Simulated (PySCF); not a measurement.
Species: C₇H₁₅P.
Numbering: `[CH3:1][CH2:2]/[CH:3]=[P:4]/[CH2:5][CH2:6][CH2:7][CH3:8]` (hydrogens: H9, H10, H11 on C1; H12, H13 on C2; H14 on C3; H15, H16 on C5; H17, H18 on C6; H19, H20 on C7; H21, H22, H23 on C8)

Torsions of this conformer, `[CH3:1][CH2:2]/[CH:3]=[P:4]/[CH2:5][CH2:6][CH2:7][CH3:8]`: C1–C2–C3–P4 -120°, C3–P4–C5–C6 100°, P4–C5–C6–C7 177°, C5–C6–C7–C8 180°.

The closed-shell ground state was solved at several levels (PySCF, density fitting, gas phase, non-relativistic). The structure is a single PBE0-D3(BJ)/def2-SVP conformer in the gas phase; no vibrational or solvent corrections.

```csv
level,basis functions,total energy (Eh),HOMO (eV),LUMO (eV),gap (eV),dipole (D)
B3LYP/def2-SVPD,284,-616.8446,-6.68,-1.39,5.29,1.26
PBE/pcSseg-1,218,-616.5097,-5.91,-2.06,3.85,1.28
```

Q: Estimate the row for PBE0/pcSseg-1, a basis of 218 functions; the other rows only guide the guess.

A: Total energy -616.5842 Eh, HOMO -6.92 eV, LUMO -1.21 eV, gap 5.71 eV, dipole 1.32 D.

Q: Over all these levels, which gives the widest orbital gap and which the narrowest?

A: PBE0/pcSseg-1 (global hybrid, 25 % exact exchange) has the widest, 5.71 eV, and PBE/pcSseg-1 (GGA) the narrowest, 3.85 eV. The two share the basis. From the narrowest to the widest the HOMO moves by -1.01 eV and the LUMO by +0.85 eV.

Q: How far do the dipole and the HOMO energy spread over the levels?

A: The dipole runs from 1.26 to 1.32 D (mean 1.29 D) and the HOMO from -6.92 to -5.91 eV.
